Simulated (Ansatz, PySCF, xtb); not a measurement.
Dimer: CH4 (SMILES C) (first 5 atoms) with CH4O (SMILES CO); geometry from B3LYP-D3(BJ)/def2-TZVP.
(charge 0, multiplicity 1):
| atom | x (Å) | y (Å) | z (Å) |
|---|---|---|---|
| C | -0.0721 | 0.0307 | -0.1567 |
| H | 0.0458 | 0.2660 | -1.2132 |
| H | -0.6491 | -0.8896 | -0.0623 |
| H | 0.9115 | -0.1037 | 0.2922 |
| H | -0.5942 | 0.8483 | 0.3387 |
| C | 0.6568 | 0.2704 | 3.5832 |
| O | -0.6918 | 0.0023 | 3.2294 |
| H | 1.2668 | -0.6396 | 3.6064 |
| H | 0.6423 | 0.6995 | 4.5842 |
| H | 1.1254 | 0.9922 | 2.9050 |
| H | -0.7063 | -0.3762 | 2.3448 |

Monomers are frozen at their geometry in the pair; levels with a basis set take the counterpoise correction. Rows marked so take none.

Correlated levels freeze the cores. Rows in 6-31G* carry no dispersion term and start afresh at each structure (6-31G* with six Cartesian d functions).

Programs: Ansatz (an electronic-structure program) with Gaussian orbitals; PySCF for 6-31G* rows; xtb for the GFN methods. Values without a source in brackets are computed.

Question: One of these levels gives -28.8 meV for the interaction energy. Which?
A) GFN2-xTB
B) CCSD/aug-cc-pVDZ
C) HF/6-31G* (no counterpoise)

Answer: B, CCSD/aug-cc-pVDZ. The others give -47.9 (GFN2-xTB), -0.9 (HF/6-31G* (no counterpoise))
